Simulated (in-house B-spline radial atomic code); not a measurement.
A run on Se2+ (an excited or competing configuration) that did not converge. Method: scalar-relativistic (X2C) wB97X, spin-polarised, spherical fractional occupations, exact exchange averaged over the configuration, Fermi nucleus of rms radius 4.14 fm; computed with an all-electron radial atomic-structure program (B-spline basis).

Command:
```bash
python run_scf.py task.json out
```
Settings (nuclear radius in fm, mass in u):
```
Z                34
configuration    [Ar] 3d10 4s1 4p2 5s1
hamiltonian      x2c
method           wb97x
spin_polarised   True
nucleus          fermi
rms_radius       4.14
atomic_mass      79.91652
speed_of_light   137.035999084
exact_exchange   averaged over the configuration
```

First and last ten iterations of the last attempt (damped for 15 steps, keeping 80 % of the old Fock matrix, then DIIS):
```
 iter        energy (Eh)    residual
    1       -2426.794124    3.97e-01
    2       -2427.433945    1.50e-01
    3       -2427.694723    9.17e-02
    4       -2427.799912    5.55e-02
    5       -2427.841439    3.33e-02
    6       -2427.857632    1.99e-02
    7       -2427.863919    1.36e-02
    8       -2427.866369    9.77e-03
    9       -2427.867337    7.19e-03
   10       -2427.867729    5.35e-03
  111       -2427.868053    4.56e-06
  112       -2427.868053    3.93e-06
  113       -2427.868053    8.74e-06
  114       -2427.868053    7.69e-06
  115       -2427.868053    4.61e-06
  116       -2427.868053    1.10e-05
  117       -2427.868053    1.36e-05
  118       -2427.868053    9.26e-06
  119       -2427.868053    4.74e-06
  120       -2427.868053    4.30e-06
 not converged after 120 iterations
```

The smallest residual met was 3.7e-06; the threshold is about 3e-07. Over the last five steps the energy moves by less than 1e-08 hartree, but the orbitals didn't meet the threshold. Run time, properties included: 31 s on 1 thread of Arm Neoverse N1 (shared host).
